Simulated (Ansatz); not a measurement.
`Cc1csc(-c2sc(-c3sc(-c4sc(-c5sc(-c6sc(-c7sc(-c8sccc8C)cc7C)cc6C)cc5C)cc4C)cc3C)cc2C)c1`, relaxed as a singlet with RKS PBE-D4/def2-SVP in Ansatz, starting from the GFN2-xTB geometry. Force threshold 0.03 eV/Å.

Single mean-field runs in def2-SVP are fitted with def2-universal-jkfit.

Start:

Cartesian coordinates in Å:
```
C -0.092 12.758 -2.214
C -1.400 12.333 -1.632
C -2.480 13.144 -1.458
S -3.815 12.327 -0.746
C -2.911 10.841 -0.667
C -3.443 9.644 -0.105
S -2.398 8.252 -0.028
C -3.615 7.324 0.805
C -3.310 5.967 1.163
S -2.503 4.987 -0.024
C -2.388 3.652 1.086
C -1.744 2.445 0.692
S -1.257 1.274 1.894
C -0.551 0.245 0.680
C 0.098 -0.993 0.934
S 0.744 -1.852 -0.439
C 1.306 -3.151 0.570
C 1.943 -4.289 0.003
S 2.090 -5.751 0.946
C 2.831 -6.594 -0.384
C 3.216 -7.961 -0.346
S 3.720 -8.702 -1.840
C 3.991 -10.225 -1.048
C 4.444 -11.340 -1.823
S 5.376 -11.047 -3.273
C 5.471 -12.730 -3.596
C 4.822 -13.464 -2.658
C 4.230 -12.686 -1.634
C 3.431 -13.305 -0.535
C 3.703 -10.134 0.291
C 3.259 -8.864 0.697
C 2.886 -8.538 2.101
C 2.959 -5.756 -1.466
C 2.473 -4.459 -1.264
C 2.541 -3.415 -2.325
C 0.991 -2.902 1.887
C 0.323 -1.688 2.108
C -0.081 -1.191 3.454
C -0.727 0.798 -0.567
C -1.390 2.030 -0.580
C -1.706 2.760 -1.844
C -2.948 3.983 2.296
C -3.475 5.288 2.349
C -4.057 5.883 3.587
C -4.750 8.068 0.978
C -4.673 9.378 0.460
C -5.821 10.329 0.510
C -1.652 11.020 -1.178
H 0.091 12.241 -3.156
H -0.077 13.831 -2.394
H 0.712 12.496 -1.529
H -2.587 14.182 -1.702
H 5.988 -13.072 -4.470
H 4.758 -14.538 -2.682
H 2.919 -14.187 -0.917
H 2.694 -12.607 -0.144
H 4.082 -13.620 0.281
H 3.844 -10.943 0.984
H 3.404 -7.641 2.436
H 1.816 -8.342 2.173
H 3.143 -9.363 2.759
H 3.404 -6.077 -2.391
H 3.241 -3.725 -3.096
H 1.561 -3.268 -2.777
H 2.860 -2.457 -1.919
H 1.260 -3.584 2.676
H 0.322 -1.828 4.236
H 0.279 -0.174 3.608
H -1.167 -1.166 3.546
H -0.373 0.305 -1.455
H -1.527 2.112 -2.699
H -1.085 3.651 -1.948
H -2.748 3.076 -1.856
H -2.976 3.300 3.128
H -4.908 5.298 3.933
H -4.376 6.905 3.409
H -3.308 5.885 4.380
H -5.639 7.671 1.436
H -6.707 9.820 0.882
H -6.034 10.730 -0.479
H -5.600 11.169 1.167
H -0.928 10.228 -1.233
```

```json
{"step": "1", "energy (eV)": "-128573.6098", "largest force component (eV/Å)": "0.850", "SCF passes": "24"}
{"step": "2", "energy (eV)": "-128574.2902", "largest force component (eV/Å)": "0.306", "SCF passes": "21"}
{"step": "3", "energy (eV)": "-128574.3583", "largest force component (eV/Å)": "0.288", "SCF passes": "21"}
{"step": "4", "energy (eV)": "-128574.3959", "largest force component (eV/Å)": "0.100", "SCF passes": "19"}
{"step": "5", "energy (eV)": "-128574.4114", "largest force component (eV/Å)": "0.124", "SCF passes": "21"}
{"step": "6", "energy (eV)": "-128574.4173", "largest force component (eV/Å)": "0.411", "SCF passes": "19"}
{"step": "7", "energy (eV)": "-128574.4308", "largest force component (eV/Å)": "0.170", "SCF passes": "21"}
{"step": "8", "energy (eV)": "-128574.4425", "largest force component (eV/Å)": "0.015", "SCF passes": "21"}
{"step": "9", "energy (eV)": "-128574.4544", "largest force component (eV/Å)": "0.150", "SCF passes": "20"}
{"step": "10 (rejected)", "energy (eV)": "-128574.4462", "largest force component (eV/Å)": "0.301", "SCF passes": "20"}
{"step": "11", "energy (eV)": "-128574.4651", "largest force component (eV/Å)": "0.044", "SCF passes": "21"}
{"step": "12", "energy (eV)": "-128574.4705", "largest force component (eV/Å)": "0.061", "SCF passes": "21"}
{"step": "13", "energy (eV)": "-128574.4799", "largest force component (eV/Å)": "0.101", "SCF passes": "21"}
{"step": "14", "energy (eV)": "-128574.4882", "largest force component (eV/Å)": "0.108", "SCF passes": "20"}
{"step": "15", "energy (eV)": "-128574.4921", "largest force component (eV/Å)": "0.101", "SCF passes": "21"}
{"step": "16", "energy (eV)": "-128574.4992", "largest force component (eV/Å)": "0.109", "SCF passes": "20"}
{"step": "17", "energy (eV)": "-128574.5027", "largest force component (eV/Å)": "0.169", "SCF passes": "21"}
{"step": "18", "energy (eV)": "-128574.5061", "largest force component (eV/Å)": "0.113", "SCF passes": "20"}
{"step": "19", "energy (eV)": "-128574.5098", "largest force component (eV/Å)": "0.116", "SCF passes": "21"}
{"step": "20", "energy (eV)": "-128574.5145", "largest force component (eV/Å)": "0.086", "SCF passes": "21"}
{"step": "21", "energy (eV)": "-128574.5167", "largest force component (eV/Å)": "0.065", "SCF passes": "21"}
{"step": "22", "energy (eV)": "-128574.5183", "largest force component (eV/Å)": "0.090", "SCF passes": "20"}
{"step": "23", "energy (eV)": "-128574.5194", "largest force component (eV/Å)": "0.082", "SCF passes": "21"}
{"step": "24", "energy (eV)": "-128574.5203", "largest force component (eV/Å)": "0.028", "SCF passes": "22"}
{"step": "25", "energy (eV)": "-128574.5209", "largest force component (eV/Å)": "0.020", "SCF passes": "22"}
{"step": "26", "energy (eV)": "-128574.5214", "largest force component (eV/Å)": "0.019", "SCF passes": "21"}
```

Force components are those of the run's own axes.

End:

Cartesian coordinates in Å:
```
C -1.110 13.316 -2.737
C -2.091 12.811 -1.716
C -3.057 13.592 -1.100
S -4.018 12.695 0.024
C -3.130 11.211 -0.304
C -3.431 9.961 0.354
S -2.449 8.558 -0.031
C -3.354 7.523 1.057
C -3.005 6.131 1.190
S -2.095 5.344 -0.085
C -2.032 3.823 0.788
C -1.356 2.658 0.283
S -1.313 1.220 1.289
C -0.387 0.316 0.101
C 0.025 -1.045 0.314
S 0.891 -1.870 -0.972
C 1.047 -3.345 -0.032
C 1.710 -4.521 -0.528
S 1.808 -5.924 0.522
C 2.681 -6.862 -0.677
C 3.095 -8.223 -0.448
S 3.810 -9.118 -1.779
C 4.054 -10.544 -0.793
C 4.674 -11.723 -1.357
S 5.761 -11.563 -2.725
C 6.019 -13.270 -2.799
C 5.316 -13.930 -1.811
C 4.539 -13.066 -0.977
C 3.668 -13.559 0.143
C 3.570 -10.318 0.495
C 3.027 -9.022 0.707
C 2.465 -8.576 2.027
C 2.869 -6.090 -1.826
C 2.335 -4.779 -1.763
C 2.436 -3.794 -2.892
C 0.440 -3.168 1.215
C -0.137 -1.892 1.428
C -0.832 -1.511 2.703
C -0.146 1.126 -1.013
C -0.677 2.437 -0.931
C -0.522 3.459 -2.020
C -2.718 3.955 2.000
C -3.268 5.238 2.244
C -4.011 5.592 3.500
C -4.351 8.266 1.692
C -4.407 9.635 1.309
C -5.413 10.599 1.871
C -2.141 11.461 -1.256
H -1.216 12.773 -3.700
H -1.252 14.395 -2.940
H -0.063 13.169 -2.398
H -3.256 14.660 -1.253
H 6.678 -13.692 -3.567
H 5.340 -15.022 -1.684
H 3.438 -14.635 0.019
H 2.709 -13.003 0.188
H 4.158 -13.441 1.134
H 3.643 -11.064 1.297
H 2.958 -7.652 2.397
H 1.379 -8.352 1.960
H 2.598 -9.362 2.795
H 3.399 -6.473 -2.710
H 2.973 -4.237 -3.752
H 1.436 -3.469 -3.247
H 2.981 -2.874 -2.589
H 0.415 -3.963 1.973
H -0.795 -2.342 3.433
H -0.366 -0.621 3.177
H -1.900 -1.258 2.532
H 0.421 0.771 -1.886
H 0.037 3.037 -2.877
H 0.027 4.357 -1.668
H -1.505 3.814 -2.397
H -2.809 3.124 2.715
H -5.108 5.649 3.329
H -3.693 6.578 3.897
H -3.840 4.831 4.286
H -5.065 7.827 2.399
H -6.079 10.092 2.595
H -6.050 11.042 1.077
H -4.924 11.447 2.396
H -1.460 10.676 -1.616
```

By distances, no bond broke or formed. The bond that changes most is C9–C43, from 1.38 to 1.41 Å (atoms count from 1).

The force fell under the threshold at step 8, but the optimiser went on and released 0.079 eV more. No frequencies were taken in this run, so the end may be a saddle point.

Hardware: 4 threads of AMD EPYC 7R13 on a shared host and a share (37 GiB) of an NVIDIA H100 80GB HBM3. Wall time 2 min, peak host memory 1.4 GiB.
